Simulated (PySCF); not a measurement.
This PySCF input asks for the NMR shieldings of `CBS/C=C\B(Cl)Cl`, C₃H₆B₂Cl₂S; the geometry comes from GFN2-xTB.

```python
import basis_set_exchange as bse
import numpy as np
from pyscf import gto, dft
from pyscf.prop import nmr

atoms = """
C    -3.044207   -0.734421    0.408407
B    -1.781110    0.182583    0.251717
S    -0.162170   -0.521262    0.491951
C     0.902209    0.830490    0.180499
C     2.245750    0.796125    0.177701
B     3.192623   -0.394177    0.429414
Cl    2.659716   -1.982362    0.811900
Cl    4.897453   -0.118834    0.314993
H    -2.820979   -1.722213    0.804264
H    -3.526574   -0.873720   -0.560162
H    -3.798073   -0.275310    1.046837
H    -1.866990    1.313920   -0.036184
H     0.377616    1.753524   -0.023624
H     2.724057    1.745184   -0.039856
"""
names = dict.fromkeys(["C", "B", "S", "Cl", "H"], "pcSseg-1")
basis = {el: gto.basis.parse(bse.get_basis(n, elements=[el], fmt="nwchem")) for el, n in names.items()}
mol = gto.M(atom=atoms, basis=basis, charge=0, verbose=0)
mf = dft.RKS(mol, xc="PBE0")
mf.grids.level = 2
mf.grids.alignment = dft.numint.BLKSIZE   # the property module wants whole blocks of grid points
mf.conv_tol = 1e-9
mf.kernel()

calc = nmr.RKS(mf)   # GIAO
C = mf.mo_coeff
Co = C[:, mf.mo_occ > 0]
resp = mf.gen_response(singlet=True, hermi=2)
def vind(x):   # induced exchange potential for any number of trial vectors
    d = np.einsum("pi,xij,qj->xpq", C, 2 * x.reshape(-1, C.shape[1], Co.shape[1]), Co, optimize=True)
    return np.einsum("xpq,pi,qj->xij", resp(d - d.transpose(0, 2, 1)), C, Co, optimize=True).ravel()
mo1, _ = nmr.rhf.solve_mo1(calc, with_cphf=vind)
sigma = calc.kernel(mo1)
for i, s in enumerate(sigma):   # ppm
    w = np.linalg.eigvalsh((s + s.T) / 2)
    print("%2d %-2s iso %8.1f  s11 %8.1f  s22 %8.1f  s33 %8.1f" % (i, mol.atom_pure_symbol(i), w.mean(), *w))
```

**Question.** What does it print?

**Answer.** 
```
 0 C  iso    176.1  s11    152.1  s22    184.4  s33    191.9
 1 B  iso     25.3  s11    -35.0  s22      0.9  s33    110.0
 2 S  iso    299.4  s11     91.5  s22    236.0  s33    570.9
 3 C  iso     15.4  s11    -86.6  s22     10.0  s33    123.0
 4 C  iso     50.9  s11    -54.7  s22     52.1  s33    155.4
 5 B  iso     50.1  s11     26.6  s22     36.0  s33     87.7
 6 Cl iso    683.6  s11    436.8  s22    691.8  s33    922.3
 7 Cl iso    676.3  s11    419.3  s22    747.9  s33    861.5
 8 H  iso     30.4  s11     26.1  s22     30.7  s33     34.4
 9 H  iso     30.7  s11     27.1  s22     27.8  s33     37.2
10 H  iso     30.5  s11     26.9  s22     27.6  s33     36.9
11 H  iso     24.2  s11     19.4  s22     25.6  s33     27.7
12 H  iso     23.8  s11     20.9  s22     22.7  s33     27.9
13 H  iso     25.1  s11     22.5  s22     23.1  s33     29.7
```

These numbers come from an equivalent density-fitted implementation of the same equations, which agrees with the script to about 0.01 ppm for H and up to a few tenths of a ppm for heavy atoms, so last digits may differ.

Size and cost of the density-fitted run: 187 basis functions, 29 s wall time on 1 thread of an Arm Neoverse V2, shared host; peak memory 0.82 GiB.
